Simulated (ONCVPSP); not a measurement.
Zn: excitation energies, all-electron against ONCV

Zn, optimised norm-conserving Vanderbilt (ONCV), made with ONCVPSP 4.0.1 (PBE, scalar-relativistic). Core [Ne], reference 3s2 3p6 3d10 4s1 4p1. Waves: 3s+4s: rc 1.35 bohr, ncon 4, nbas 8, qcut 9.5 1/bohr, 2 projectors; 3p+4p: rc 1.35 bohr, ncon 4, nbas 7, qcut 11.2 1/bohr, 2 projectors; 3d: rc 1.45 bohr, ncon 3, nbas 8, qcut 11.7 1/bohr, 2 projectors, debl 3.3 Ha. Local part: polynomial inside 1.00 bohr (lpopt 4, dvloc0 1 Ha). Core correction: Teter function, parameters optimised by the program.

Energies are relative to the spin-unpolarised reference configuration 3s2 3p6 3d10 4s1 4p1; without spin polarisation the order of configurations can differ from experiment.

```tsv
valence configuration	charge	ΔE all-electron (eV)	error AE − PS (meV)
3s2 3p6 3d10 4s2 4p0	0	-5.087	+0.8
3s2 3p6 3d10 4s1 4p0	+1	4.802	0.0
3s2 3p6 3d10 4s0 4p0	+2	23.245	+2.6
```

Question: What are ΔE and the potential's error for 3s1 3p6 3d10 4s2 4p0?

Answer: ΔE = 132.961 eV all-electron; the error (AE − PS) is -740 meV.

Levels in the configuration 3s2 3p6 3d10 4s1 4p0:

```tsv
level	all-electron (eV)	pseudo (eV)
3s	-138.900	-138.900
3p	-93.085	-93.085
3d	-19.761	-19.768
4s	-13.998	-13.996
```
